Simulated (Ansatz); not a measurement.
Start from `[OH][GeH]1[O][SiH2]1` and change one atom or group to get `[CH3][GeH]1[O][SiH2]1`.

Ansatz, PBE0-D4/def2-TZVP geometries, multiplicity 1. Each molecule was computed in one conformer, which needn't be the lowest.

Scalar relativity is left out up to krypton.

| property | `[OH][GeH]1[O][SiH2]1` |
| --- | --- |
| LUMO energy (PBE/def2-TZVPP) / eV | -2.07 |
| HOMO energy (B3LYP/def2-TZVPP) / eV | -6.80 |
| LUMO energy (ωB97M-V/def2-TZVPP) / eV | 0.55 |
| LUMO energy (B3LYP/def2-TZVPP) / eV | -1.48 |
| size of the dipole moment (PBE/def2-TZVPP) / D | 2.02 |
| HOMO–LUMO gap (ωB97M-V/def2-TZVPP) / eV | 9.60 |

Q: What does the change do to each property? (Estimate.)

A: The calculation gave: 
```csv
property,`[CH3][GeH]1[O][SiH2]1`,shift
LUMO energy (PBE/def2-TZVPP) / eV,-1.64,0.43
HOMO energy (B3LYP/def2-TZVPP) / eV,-6.55,0.25
LUMO energy (ωB97M-V/def2-TZVPP) / eV,0.94,0.39
LUMO energy (B3LYP/def2-TZVPP) / eV,-1.05,0.43
size of the dipole moment (PBE/def2-TZVPP) / D,1.81,-0.21
HOMO–LUMO gap (ωB97M-V/def2-TZVPP) / eV,9.72,0.12
```

With PBE0 the HOMO rises by 0.26 eV and the LUMO rises by 0.42 eV, so the gap widens by about 0.16 eV. PBE moves the HOMO by 0.18 eV and ωB97M-V by 0.27 eV. Dipoles are sizes alone; their direction can turn.

B3LYP here is the variant with VWN-RPA as its local correlation; programs differ in this.
